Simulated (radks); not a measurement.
The selenium anion Se2-, [Kr], held by a Watson sphere: a shell of charge +2 at radius R that stands for the Madelung well of a crystal (potential energy -2/R inside, -2/r outside, in hartree with lengths in bohr). Calculated with a radial shooting solver on a logarithmic mesh with Libxc functionals: scalar-relativistic Kohn-Sham, r2SCAN, spin-unpolarised, spherical densities, finite nucleus; meta-GGA in the generalised Kohn-Sham scheme; Fermi nuclear charge, rms radius of each element as measured or else 0.836 A^(1/3) + 0.57 fm.

R (bohr)  e(3d) (eV)  e(4s) (eV)  e(4p) (eV)  <r> 4p (bohr)  sum of <r^2> (bohr^2)  X-ray form factor at sin(theta)/lambda = 0.1 1/angstrom
2.12         -52.835     -19.332      -8.384          2.247                  51.42                                                   32.786
2.58         -52.025     -17.973      -7.536          2.368                  55.92                                                   32.582
2.75         -51.812     -17.529      -7.210          2.410                  57.56                                                   32.513
2.77         -51.788     -17.479      -7.172          2.415                  57.75                                                   32.505
3.18         -51.326     -16.538      -6.403          2.509                  61.54                                                   32.358
3.86         -50.604     -15.291      -5.248          2.644                  67.41                                                   32.166
4.94         -49.576     -13.878      -3.795          2.813                  75.94                                                   31.963
5.15         -49.400     -13.661      -3.563          2.841                  77.54                                                   31.935
